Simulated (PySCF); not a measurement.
Harmonic spectrum computed at B3LYP in the def2-TZVP basis family (core potentials from Rb on, PySCF, no spin–orbit coupling):

| ω (cm⁻¹) | IR (km/mol, summed over degenerate members) | degeneracy |
| --- | --- | --- |
| 65 | 65.7 | 1 |
| 129 | 32.3 | 2 |
| 511 | 422 | 2 |
| 523 | 16.1 | 1 |

**Question.** Which molecule gave it? In each, all ligands are bound to the one heavy central atom.
A. ClF₃ (singlet)
B. ScF₃ (singlet)
C. LaF₃ (singlet)
D. YF₃ (singlet)
E. AlF₃ (singlet)

**Answer.** C. It has C3v symmetry with La–F 2.161 Å (×3).
